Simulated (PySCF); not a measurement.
C4H3FN2Si.
Cartesian coordinates in Å at the GFN2-xTB level; atoms count from 1:
```
atom  x, y, z in Å
N1     1.0429   -2.4036   -1.0357
C2     1.2900   -1.3623   -0.6241
C3     1.6156   -0.0877   -0.1330
C4     0.6727    0.8392    0.0585
F5     1.0618    2.0432    0.5235
Si6   -1.2001    0.6599   -0.2543
C7    -1.7688   -0.5397    1.0603
N8    -2.1245   -1.2645    1.8718
H9     2.6614    0.1010    0.0753
H10   -1.8181    1.9584   -0.0044
H11   -1.4275    0.0588   -1.5639
```

Computed with PySCF 2.14.0, density-fitted response routines, TDDFT CAM-B3LYP/def2-SVPD, vertical, gas phase, core orbitals frozen in the response.

Kohn–Sham orbitals with the atoms that hold most of them (Löwdin shares over 4%, at most four atoms; ? is withheld):

```
orbital  ε (eV)                            atoms
 LUMO+2    0.16  Si6 27%, C7 18%, N8 17%, H11 9%
 LUMO+1   -0.02  Si6 31%, C7 20%, N8 18%, H10 9%
   LUMO       ?                                ?
   HOMO   -9.96                                ?
 HOMO-1  -11.51   N8 19%, N1 18%, C7 16%, C2 13%
 HOMO-2  -11.70   N8 43%, C7 36%, Si6 9%, H11 5%
 HOMO-3  -11.94   N1 27%, C2 22%, N8 21%, C7 18%
```

Q: Which atoms hold the HOMO, and with what shares?

A: C3 (bonded to 2 C and H) 25%; C4 (bonded to C, F and Si) 23%; N1 (bonded to C) 21%; C2 (bonded to C and N) 14%. By element: carbon 62% or more, nitrogen 21% or more.

Q: Give the leading atoms of the LUMO.

A: C4 (bonded to C, F and Si) 30%; C3 (bonded to 2 C and H) 21%; N1 (bonded to C) 11%; Si6 (bonded to 2 C and 2 H) 10%. By element: carbon 51% or more, nitrogen 11% or more, silicon 10%.

Q: What is the LUMO energy, and the HOMO–LUMO gap?

A: ε(LUMO) = -1.36 eV; the gap is 8.60 eV (0.3162 hartree).

Q: The HOMO–LUMO gap is 8.60 eV. Where does the response calculation put the lowest singlet, and from which orbitals?

A: S1 is at 5.87 eV (f = 0.291), 2.74 eV below the gap, made of HOMO→LUMO (94%). 

Q: One configuration dominates each of S1 and S2. Which, and how do the shares of the two leading atoms of either orbital change from the occupied to the empty one?

A: 
- S1 (5.87 eV, f 0.291), HOMO→LUMO (94%): C3 25% → 21%, C4 23% → 30%
- S2 (6.30 eV, f 0.0018), HOMO-1→LUMO (72%): N8 19% → at most 11%, N1 18% → 11%, C4 at most 13% → 30%, C3 at most 13% → 21%

Löwdin shares depend on the basis, the more so with diffuse functions.

One conformer stands for the species.
